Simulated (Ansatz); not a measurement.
```yaml
crystal:
  periodic: [false, false, false]
  atoms:
    - {symbol: F, position_ang: [-2.407701, 1.553980, -0.412947]}
    - {symbol: C, position_ang: [-1.435367, 0.636619, -0.697604]}
    - {symbol: C, position_ang: [-0.722860, 0.277519, 0.592624]}
    - {symbol: F, position_ang: [-1.616023, -0.206233, 1.473939]}
    - {symbol: F, position_ang: [-0.162742, 1.382517, 1.143667]}
    - {symbol: C, position_ang: [0.401798, -0.775682, 0.438837]}
    - {symbol: F, position_ang: [-0.050896, -1.785815, -0.327396]}
    - {symbol: F, position_ang: [0.696002, -1.261852, 1.655062]}
    - {symbol: C, position_ang: [1.711919, -0.230859, -0.149592]}
    - {symbol: F, position_ang: [1.480208, 0.277065, -1.379815]}
    - {symbol: F, position_ang: [2.579053, -1.246050, -0.270071]}
    - {symbol: H, position_ang: [-0.732009, 1.066038, -1.411675]}
    - {symbol: H, position_ang: [-1.894109, -0.261965, -1.114911]}
    - {symbol: H, position_ang: [2.139825, 0.545518, 0.488880]}
basis:
  gaussian: {orbitals: STO-3G, fitting: {mean_field: cc-pVTZ-jkfit}}
hamiltonian: {xc: {name: HF}}
correlation: {method: ccsdt, electrons: outside_noble_gas}
```

```sh
$ ansatz run in.yaml --threads 4 --pin off --events-out ev --progress --plain --max-ram 66560MiB --backend cpu
```

Output, abridged:

```
Functional definition: HF
959 factors; integrals over basis functions are off by at most 8.1e-4 eV
mean field evaluation 1: about -22780.2839 eV, gradient 6.0e1 eV
mean field evaluation 2: about -22791.2770 eV, gradient 2.2e1 eV
mean field evaluation 4: about -22792.7400 eV, gradient 5.5e-1 eV
mean field -22792.74189312 eV, -837.6178150967 hartree, gradient 1.0e-6 eV, S^2 0.000000; 0 other end points of the search recorded, 0 dependent functions left out
11 core orbitals not correlated: weight in the atoms' cores, before any rotation towards them, 1.000 or more for the frozen orbitals, at most 0.000 for the correlated occupied ones
reference -22792.74189312 eV, -837.6178150967 hartree; 34, 34 occupied and 13, 13 virtual orbitals, 959 factors
second order -8.05343582 eV of doubles, -0.00000000 eV of singles
cycle   1  -9.47400290 eV  change    -1.4e0 eV  update   1.2e-1
cycle   2  -10.27235539 eV  change   -8.0e-1 eV  update   4.7e-2
cycle   3  -10.55767240 eV  change   -2.9e-1 eV  update   2.5e-2
cycle   4  -10.58852399 eV  change   -3.1e-2 eV  update   5.7e-3
cycle   5  -10.59183699 eV  change   -3.3e-3 eV  update   2.8e-3
cycle   6  -10.59162011 eV  change    2.2e-4 eV  update   8.8e-4
cycle   7  -10.59149451 eV  change    1.3e-4 eV  update   3.5e-4
cycle   8  -10.59136595 eV  change    1.3e-4 eV  update   1.4e-4
cycle   9  -10.59137013 eV  change   -4.2e-6 eV  update   5.9e-5
cycle  10  -10.59139264 eV  change   -2.3e-5 eV  update   1.9e-5
cycle  11  -10.59138751 eV  change    5.1e-6 eV  update   8.1e-6
Total energy: -22803.33328063 eV, -838.0070414086 hartree
```

Hardware: 4 threads of an AMD EPYC 7R13 on a shared host. Wall time 41 s, peak host memory 1 GiB.
